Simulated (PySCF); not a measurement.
B(Cl)(OMe)(NH2) (CH5BClNO), SMILES COB(N)Cl.

Coordinates come from a B3LYP-D3(BJ)/def2-SVP optimisation. The structure was generated by enumeration, and PubChem lists no compound with its InChIKey, so it may never have been made. One conformer was computed; it need not be the lowest.

Two levels are set side by side: TDA-PBE/def2-SVPD (PySCF) and TDA-ωB97X/def2-SVPD (PySCF). Vertical, same geometry. The lowest singlet is HOMO→LUMO 100 % with PBE and HOMO→LUMO 83 % with the other functional; states are paired by order. Differences are taken from unrounded values.

```csv
quantity,TDA-PBE
lowest singlet excitation (eV),6.23
lowest triplet excitation (TDA) (eV),6.04
```

These are the TDA-PBE values. What does TDA-ωB97X give? (The exact figures need the calculation; the answer reports its results.)


```json
[
 {"quantity": "lowest singlet excitation (eV)", "TDA-ωB97X": "7.57", "TDA-PBE minus TDA-ωB97X": "-1.34"},
 {"quantity": "lowest triplet excitation (TDA) (eV)", "TDA-ωB97X": "7.41", "TDA-PBE minus TDA-ωB97X": "-1.37"}
]
```

A lower first singlet is the usual sign of a functional without exact exchange. Differences between two approximate levels are no errors against the true value.

Rough cost on one machine, each run with all the roots and properties that it gave: TDA-ωB97X against TDA-PBE about 5 times.
